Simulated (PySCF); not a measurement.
Peak assignment

Atom-mapped SMILES (the numbers label the heavy atoms): `[CH3:1][N:2]([CH3:3])[Si@H:4]([SiH3:5])[SiH2:6][SiH3:7]`. Hydrogens are named by the atom that carries them. Ha(Si6) is pro-R; Hb(Si6) is pro-S.

Computed data (PySCF): σ from GIAO-HF/pcSseg-1, coordinates at the PBE0-D3(BJ)/def2-SVP level. No solvent model, relativity neglected, fast rotation and ring inversion assumed for equivalent nuclei, a single conformation.

Shifts are taken against calculated references (same method and geometry level): 1H (σ = 31.69 ppm) vs TMS.

Problem. Assign these signals to the numbered atoms. 1H NMR (300 MHz, computed): δ 4.48 (m, 1H), 3.40 (m, 3H), 3.28 (d, 3H), 3.20 (m, 1H), 3.06 (m, 1H), 2.21 (s, 6H).

Solution. 
4.48 → H(Si4), hydrogen on a silicon bonded to N, 2 Si
3.40 → H(Si7), hydrogen on a silicon bonded to Si
3.28 → H(Si5), hydrogen on a silicon bonded to Si
3.20 → Ha(Si6), hydrogen on a silicon bonded to 2 Si
3.06 → Hb(Si6), hydrogen on a silicon bonded to 2 Si
2.21 → H(C1)/H(C3), hydrogen on a methyl carbon bonded to N: its carbon carries N, hence the downfield position

H(Si5) and Ha(Si6) lie closer than the usual error of such a calculation, so a measured spectrum could show them in the other order.

No couplings were computed; multiplicities are counted from neighbouring protons, with m where these are inequivalent, close in shift, in a saturated or five-membered ring or joined by F or P, and br s for small geminal =CH2 splittings.
